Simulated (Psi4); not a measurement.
C5H10O2, triplet, geometry from GFN2-xTB (a higher spin typed on purpose: for a closed-shell molecule this is an excited state); Psi4 with R2SCAN/STO-3G.

Here is a job for Psi4.
```
memory 2 GB

molecule {
0 3
C    -0.73625456    0.18031274    1.50162581
C    -0.60520756    0.18405462   -0.00498451
C    -1.56034575   -0.77288188   -0.68318510
C    -0.64173758    1.56773273   -0.61747268
C     0.96848711   -0.34934101   -0.39686554
O     1.84217162    0.55662477    0.13610481
O     1.02552288   -1.59639469   -0.19987370
H    -0.06594003    0.90706390    1.95627426
H    -1.75933852    0.43698540    1.78035443
H    -0.51929729   -0.80943847    1.89963957
H    -2.57965495   -0.40056188   -0.57585168
H    -1.49643221   -1.76237632   -0.23958998
H    -1.33473584   -0.85712739   -1.74327402
H     0.11509125    2.21377824   -0.18104230
H    -0.48193302    1.52016241   -1.69168375
H    -1.62417773    2.00495061   -0.43322171
H     2.25521264    0.20545970    0.94383816
}

set {
  basis sto-3g
  reference uks
}

energy('r2scan')
print_variables()
```

Output, abridged:

```
   => Loading Basis Set <=

    Name: STO-3G
    Role: ORBITAL
    Keyword: BASIS

         ---------------------------------------------------------
                                   SCF
               by Justin Turney, Rob Parrish, Andy Simmonett
                          and Daniel G. A. Smith
                              UKS Reference
         ---------------------------------------------------------

  ==> Geometry <==

    Molecular point group: c1
    Full point group: C1

    Geometry (in Angstrom), charge = 0, multiplicity = 3:

       Center              X                  Y                   Z               Mass
    ------------   -----------------  -----------------  -----------------  -----------------
         C           -0.808931581145     0.213883887168     1.518297974516    12.000000000000
         C           -0.677884581145     0.217625767168     0.011687654516    12.000000000000
         C           -1.633022771145    -0.739310732832    -0.666512935484    12.000000000000
         C           -0.714414601145     1.601303877168    -0.600800515484    12.000000000000
         C            0.895810088855    -0.315769862832    -0.380193375484    12.000000000000
         O            1.769494598855     0.590195917168     0.152776974516    15.994914619570
         O            0.952845858855    -1.562823542832    -0.183201535484    15.994914619570
         H           -0.138617051145     0.940635047168     1.972946424516     1.007825032230
         H           -1.832015541145     0.470556547168     1.797026594516     1.007825032230
         H           -0.591974311145    -0.775867322832     1.916311734516     1.007825032230
         H           -2.652331971145    -0.366990732832    -0.559179515484     1.007825032230
         H           -1.569109231145    -1.728805172832    -0.222917815484     1.007825032230
         H           -1.407412861145    -0.823556242832    -1.726601855484     1.007825032230
         H            0.042414228855     2.247349387168    -0.164370135484     1.007825032230
         H           -0.554610041145     1.553733557168    -1.675011585484     1.007825032230
         H           -1.696854751145     2.038521757168    -0.416549545484     1.007825032230
         H            2.182535618855     0.239030847168     0.960510324516     1.007825032230

  Running in c1 symmetry.

  Rotational constants: A =      0.10779  B =      0.08042  C =      0.06698 [cm^-1]
[...]
      Ntotal   =   56.0000756108 ; deviation = 7.561e-05

   @Spin Contamination Metric:   3.649716797E-03
   @S^2 Expected:                2.000000000E+00
   @S^2 Observed:                2.003649717E+00
   @S   Expected:                1.000000000E+00
   @S   Observed:                1.000000000E+00

    Orbital Energies [Eh]
    ---------------------

    Alpha Occupied:

[...]
    Alpha Virtual:

[...]
      45A      0.591562

    Beta Occupied:

[...]
    Beta Virtual:

[...]
    Final Occupation by Irrep:
              A
    DOCC [    27 ]
    SOCC [     2 ]
    NA   [    29 ]
    NB   [    27 ]

  @DF-UKS Final Energy:  -342.26605295713921

   => Energetics <=

    Nuclear Repulsion Energy =            327.5175124359430470
    One-Electron Energy =               -1116.9540948962885523
    Two-Electron Energy =                 495.2179107509825826
    DFT Exchange-Correlation Energy =     -48.0473812477762436
    Empirical Dispersion Energy =           0.0000000000000000
    VV10 Nonlocal Energy =                  0.0000000000000000
    Total Energy =                       -342.2660529571392090

  UHF NO Occupations:
  HONO-2 :   27  A 1.9988411
  HONO-1 :   28  A 1.0000000
  HONO-0 :   29  A 1.0000000
  LUNO+0 :   30  A 0.0011589
  LUNO+1 :   31  A 0.0003295
  LUNO+2 :   32  A 0.0001148
  LUNO+3 :   33  A 0.0000824

Computation Completed

Properties will be evaluated at   0.000000,   0.000000,   0.000000 [a0]

Properties computed using the SCF density matrix

 Multipole Moments:

 ------------------------------------------------------------------------------------
     Multipole            Electronic (a.u.)      Nuclear  (a.u.)        Total (a.u.)
 ------------------------------------------------------------------------------------

 L = 1.  Multiply by 2.5417464519 to convert [e a0] to [Debye]
 Dipole X            :          7.5775214           -7.6910208           -0.1134994
 Dipole Y            :         -3.4742035            3.5526554            0.0784519
 Dipole Z            :         -1.1847637            1.7643257            0.5795620
 Magnitude           :                                                    0.5957591

 ------------------------------------------------------------------------------------

  Variable Map:
  ----------------------------------------------------------------------------
[...]
  Array Variable Map:
  ----------------------------------------------------------------------------
[...]
[...]
```
